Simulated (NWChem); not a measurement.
System meant: CH6InN; SMILES C[NH][InH2]

Here is an NWChem input.

```
start job
memory heap 200 mb stack 900 mb global 1100 mb
geometry units angstroms noautoz
  In     0.031670    -0.696787    -0.084524
  H     -1.266541    -1.817752     0.060330
  H      1.708291    -0.952962    -0.382440
  N     -0.491892     1.249217     0.129628
  C      0.347608     2.415956     0.064952
  H     -1.465259     1.474605     0.307637
  H      0.351865     3.001318     1.005866
  H      0.058357     3.115374    -0.744451
  H      1.393085     2.126994    -0.129188
end
basis spherical
  In library def2-svp
  H library def2-svp
  N library def2-svp
  C library def2-svp
end
dft
  xc pbe0
  iterations 150
  mulliken
end
task dft energy
```

End of the output:

```
             Grid Information
             ----------------
          Grid used for XC integration:  medium
          Radial quadrature: Mura-Knowles
          Angular quadrature: Lebedev.
          Tag              B.-S. Rad. Rad. Pts. Rad. Cut. Ang. Pts.
          ---              ---------- --------- --------- ---------
          In                  1.55      123          11.0       590
          H                   0.35       45          12.0       434
          N                   0.65       49           9.0       434
          C                   0.70       49          11.0       434
          Grid pruning is: on
          Number of quadrature shells:   446
          Spatial weights used:  Erf1

          Convergence Information
          -----------------------
          Convergence aids based upon iterative change in
          total energy or number of iterations.
          Levelshifting, if invoked, occurs when the
          HOMO/LUMO gap drops below (HL_TOL):  1.00D-02
          DIIS, if invoked, will attempt to extrapolate
          using up to (NFOCK): 10 stored Fock matrices.

                    Damping( 0%)  Levelshifting(0.5)       DIIS
                  --------------- ------------------- ---------------
          dE  on:    start            ASAP                start
          dE off:    2 iters        150 iters           150 iters

      Screening Tolerance Information
      -------------------------------
          Density screening/tol_rho:  1.00D-10
          AO Gaussian exp screening on grid/accAOfunc:  14
          CD Gaussian exp screening on grid/accCDfunc:  20
          XC Gaussian exp screening on grid/accXCfunc:  20
          Schwarz screening/accCoul:  1.00D-08

      Superposition of Atomic Density Guess
      -------------------------------------

      charge =      49.0 In (Indium)

      symmetry species            s     p     d     f
      number of basis functions =10     7     6
      number of cont. functions = 4     4     2
      number of closed shells   = 5     3     2
      number of open shells     = 0     1     0
      open shell occupation     = 0     1     0
 ------------------------------------------------------------------------
 atomscf:atomd: error in atom scf                   0
 ------------------------------------------------------------------------
 ------------------------------------------------------------------------
  current input line :
    25: task dft energy
 ------------------------------------------------------------------------
 ------------------------------------------------------------------------
 This error has not yet been assigned to a category
 ------------------------------------------------------------------------
 For more information see the NWChem manual at https://nwchemgit.github.io

0:atomscf:atomd: error in atom scf:Received an Error in Communication
```

**Question.** Can this run be used? If not, why, and what is the fix?

**Answer.** The program stopped with an error. Cause: the def2 basis of a heavy element holds valence functions alone and wants its effective core potential (without it all electrons must fit into that basis). This input runs:
```
start job
memory heap 200 mb stack 900 mb global 1100 mb
geometry units angstroms noautoz
  In     0.031670    -0.696787    -0.084524
  H     -1.266541    -1.817752     0.060330
  H      1.708291    -0.952962    -0.382440
  N     -0.491892     1.249217     0.129628
  C      0.347608     2.415956     0.064952
  H     -1.465259     1.474605     0.307637
  H      0.351865     3.001318     1.005866
  H      0.058357     3.115374    -0.744451
  H      1.393085     2.126994    -0.129188
end
basis spherical
  * library def2-svp
end
ecp
  In library def2-ecp
end
dft
  xc pbe0
  iterations 150
  mulliken
end
task dft energy
```
It converges to -286.37407 Ha (PBE0/def2-SVP with def2 effective core potentials on In).
